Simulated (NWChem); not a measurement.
System: CH4O2Si; SMILES C1O[SiH2]O1

Input file for NWChem:

```
start job
memory heap 200 mb stack 900 mb global 1100 mb
geometry units angstroms noautosym nocenter noautoz
  C      0.000000     0.000000    -1.259975
  O      0.000000     1.103357    -0.362872
  Si     0.000000     0.000000     0.917071
  O      0.000000    -1.103357    -0.362872
  H     -0.904923     0.000000    -1.895290
  H      0.904923     0.000000    -1.895290
  H      1.218532     0.000000     1.771246
  H     -1.218532     0.000000     1.771246
end
basis spherical
  C library cc-pvtz
  O library cc-pvtz
  Si library cc-pvtz
  H library cc-pvtz
end
dft
  xc b3lyp
  iterations 150
  semidirect filesize 400000000
end
property
  efieldgrad
end
task dft property
```

Coordinates come from a PBE0/def2-SVP optimisation.

Vzz is the largest principal value of the second derivative of the potential at the nucleus (NWChem prints the opposite sign); η is the asymmetry. Non-relativistic.

Atoms are numbered as in the input.

Q: Predict the main results of this run. (B3LYP/cc-pVTZ.) Quantities: Vzz O4 (a.u.); η O4.

A: 
| Quantity | Value |
|---|---|
| Vzz O4 (a.u.) | 1.541 |
| η O4 | 0.63 |
